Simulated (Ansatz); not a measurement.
The cluster Li₃N₂⁻ (the lowest singlet isomer of a short search), 5 atoms. Hardware: 4 threads of Arm Neoverse V2 on a shared host.

Correlated methods freeze 2 core orbitals; core or outer-core shells of Li are correlated, in sets that lack core-valence functions. In CCSD on the charge 0 doublet the largest single amplitude is 0.22, so its Hartree–Fock determinant may place the open shell otherwise than the density functionals do.

Problem. How many basis functions does each of these Ansatz runs have, and roughly what does it cost? ωB97X-V/def2-TZVPD, charge -1 singlet, energy, from earlier orbitals; CCSD(T)/def2-TZVPPD, charge 0 doublet at the geometry of the charge -1 singlet, energy, from earlier orbitals; HF/STO-3G, charge -1 singlet, energy; PBE0-D4/def2-TZVPD, charge 0 doublet at the geometry of the charge -1 singlet, energy; HSE06-D4/def2-TZVPD, charge -1 singlet, energy, from earlier orbitals; MP2/def2-TZVPD, charge -1 singlet, energy, from earlier orbitals; PBE0-D4/def2-TZVPD, charge -1 unrestricted singlet, energy, from earlier orbitals; B3LYP-D4/def2-TZVPD, charge -1 triplet, relaxation, 20 steps; MP2/def2-TZVPD, charge -1 quintet, energy, from earlier orbitals; B3LYP-D4/def2-TZVPD, charge -1 quintet, relaxation, 16 steps; BHLYP-D4/def2-TZVPD, charge -1 singlet, energy, from earlier orbitals; HF/STO-3G, charge -1 quintet, energy.

Solution. Other jobs shared the machine, so times can vary by a factor of up to 3. A dash marks memory too small to be measured apart from the calling script's.

```json
{"run": "HF/STO-3G, charge -1 singlet, energy", "functions": "25", "fitting or Cholesky vectors": "323", "wall time": "0.1 s", "peak host memory (GiB)": "–"}
{"run": "HF/STO-3G, charge -1 quintet, energy", "functions": "25", "fitting or Cholesky vectors": "324", "wall time": "0.1 s", "peak host memory (GiB)": "–"}
{"run": "MP2/def2-TZVPD, charge -1 singlet, energy, from earlier orbitals", "functions": "125", "fitting or Cholesky vectors": "1044", "wall time": "0.75 s", "peak host memory (GiB)": "–"}
{"run": "MP2/def2-TZVPD, charge -1 quintet, energy, from earlier orbitals", "functions": "125", "fitting or Cholesky vectors": "1044", "wall time": "0.75 s", "peak host memory (GiB)": "–"}
{"run": "BHLYP-D4/def2-TZVPD, charge -1 singlet, energy, from earlier orbitals", "functions": "125", "fitting or Cholesky vectors": "881", "wall time": "1.1 s", "peak host memory (GiB)": "–"}
{"run": "HSE06-D4/def2-TZVPD, charge -1 singlet, energy, from earlier orbitals", "functions": "125", "fitting or Cholesky vectors": "853", "wall time": "1.1 s", "peak host memory (GiB)": "–"}
{"run": "ωB97X-V/def2-TZVPD, charge -1 singlet, energy, from earlier orbitals", "functions": "125", "fitting or Cholesky vectors": "853", "wall time": "3.1 s", "peak host memory (GiB)": "–"}
{"run": "PBE0-D4/def2-TZVPD, charge 0 doublet at the geometry of the charge -1 singlet, energy", "functions": "125", "fitting or Cholesky vectors": "853", "wall time": "5.5 s", "peak host memory (GiB)": "–"}
{"run": "PBE0-D4/def2-TZVPD, charge -1 unrestricted singlet, energy, from earlier orbitals", "functions": "125", "fitting or Cholesky vectors": "853", "wall time": "15 s", "peak host memory (GiB)": "–"}
{"run": "B3LYP-D4/def2-TZVPD, charge -1 quintet, relaxation, 16 steps", "functions": "125", "fitting or Cholesky vectors": "853", "wall time": "18 s", "peak host memory (GiB)": "–"}
{"run": "B3LYP-D4/def2-TZVPD, charge -1 triplet, relaxation, 20 steps", "functions": "125", "fitting or Cholesky vectors": "853", "wall time": "25 s", "peak host memory (GiB)": "–"}
{"run": "CCSD(T)/def2-TZVPPD, charge 0 doublet at the geometry of the charge -1 singlet, energy, from earlier orbitals", "functions": "140", "fitting or Cholesky vectors": "1023", "wall time": "42 s", "peak host memory (GiB)": "2"}
```
